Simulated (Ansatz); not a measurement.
Reaction (ligand exchange at the Sn–C bond): `[CH3][SnH2][Cl]` + NH₃ → `[NH2][SnH2][Cl]` + CH₄

Isolated molecules relaxed with PBE0-D4/def2-TZVP in Ansatz; ΔE leaves out vibrations. CCSD(T)/CBS adds triple-zeta CCSD(T) − MP2 to the extrapolated MP2 energy (def2 sets, frozen cores). This one scheme is used for every species. DFT in def2-TZVPP. def2 core potentials past Kr. For Sn outer-core shells are correlated without core-valence functions, which leaves a few kJ/mol of doubt a bond. One conformer a species, not always the lowest.

```tsv
level	ΔE (eV)
r2SCAN-D4	-0.23
ωB97M-V	-0.19
B2PLYP	-0.23
PBE	-0.21
CCSD(T)/def2-TZVPP	-0.18
HF/def2-QZVPP	-0.24
HF/CBS(def2)	-0.24
CCSD/CBS(def2)	-0.17
```

(1) What does CCSD(T)/CBS give? (An estimate is asked.)

Largest T1 diagnostic among the species: 0.012.

Answers

(1) The calculation gave: -0.17 eV. The listed levels differ from it by -0.06, -0.02, -0.06, -0.04, -0.01, -0.07, -0.07, 0.00 eV.

In def2-TZVPP, CCSD(T) changes the Hartree–Fock value by +0.06 eV (the triples alone add −0.00 eV) and MP2 by +0.06 eV.
